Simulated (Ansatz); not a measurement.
`CS[SiH2][GeH3]` → `[CH2]` (triplet) + `S[SiH2][GeH3]`  (formal loss of a carbene)

Computed with Ansatz on PBE0-D4/def2-TZVP structures; ΔE is electronic, products minus reactants. CCSD(T)/CBS adds triple-zeta CCSD(T) − MP2 to the extrapolated MP2 energy (def2 sets, frozen cores). This one scheme is used for every species. DFT in def2-TZVPP. HSE06 is defined as in plane-wave codes. Triplets are unrestricted, without spin–orbit coupling. For Ge outer-core shells are correlated without core-valence functions, which leaves a few kJ/mol of doubt a bond. Scalar relativity is left out up to krypton. One conformer a species, not always the lowest.

```json
{"level": "PBE-D4", "ΔE (eV)": "4.49", "difference from CCSD(T)/CBS": "0.09"}
{"level": "BLYP-D4", "ΔE (eV)": "4.35", "difference from CCSD(T)/CBS": "-0.05"}
{"level": "HSE06-D4", "ΔE (eV)": "4.38", "difference from CCSD(T)/CBS": "-0.02"}
{"level": "CAM-B3LYP-D4", "ΔE (eV)": "4.35", "difference from CCSD(T)/CBS": "-0.05"}
{"level": "revPBE", "ΔE (eV)": "4.14", "difference from CCSD(T)/CBS": "-0.26"}
{"level": "r2SCAN", "ΔE (eV)": "4.14", "difference from CCSD(T)/CBS": "-0.26"}
{"level": "r2SCANh", "ΔE (eV)": "4.12", "difference from CCSD(T)/CBS": "-0.28"}
{"level": "HF/def2-TZVPP", "ΔE (eV)": "2.82", "difference from CCSD(T)/CBS": "-1.58"}
{"level": "SCS-MP2/def2-TZVPP", "ΔE (eV)": "4.41", "difference from CCSD(T)/CBS": "0.01"}
{"level": "CCSD/CBS(def2)", "ΔE (eV)": "4.27", "difference from CCSD(T)/CBS": "-0.13"}
{"level": "CCSD(T)/CBS", "ΔE (eV)": "4.40", "difference from CCSD(T)/CBS": "0"}
```

Largest T1 diagnostic among the species: 0.012.

At CCSD(T), def2-SVP lies −0.29 eV from the extrapolated value and def2-TZVPP −0.14 eV. Leaving LDA and LC-ωPBE aside and taking each functional with its dispersion term where it has one, the values, not all of them listed here, spread over 0.38 eV, from r2SCAN0-D4 to ωB97X-V. LDA lies +0.72 eV from PBE without D4.
